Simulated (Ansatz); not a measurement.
Program: Ansatz. Geometries: PBE0-D4/def2-TZVP. ΔE: electronic, gas phase. CCSD(T)/CBS is the MP2 limit (def2-TZVPP, def2-QZVPP) plus CCSD(T) − MP2 in def2-TZVPP, frozen cores. DFT in def2-TZVPP. B3LYP here is the variant with VWN-RPA as its local correlation; programs differ in this. def2 core potentials past Kr. For Sn, W outer-core shells are correlated without core-valence functions, which leaves a few kJ/mol of doubt a bond. Each species was taken in one conformer, which may not be the lowest.

Reaction (substitution at a C–O bond): `C[O][W]([NH2])(=[S])=[S]` + `C[O][SnH]([OH])[Cl]` → `C[O][SnH]([Cl])[O]C` + `[NH2][W]([OH])(=[S])=[S]`

```tsv
level	ΔE (kJ/mol)
PBE0-D4	15.7
B3LYP-D4	16.2
B3LYP	16.3
HF/CBS(def2)	16.7
```

Problem. What does CCSD(T)/CBS give? (Best estimate.)

Solution. The calculation gave: +14.0 kJ/mol. The listed levels differ from it by 1.7, 2.2, 2.3, 2.7 kJ/mol.

Largest T1 diagnostic among the species: 0.022, so the coupled-cluster value is less sure than usual.
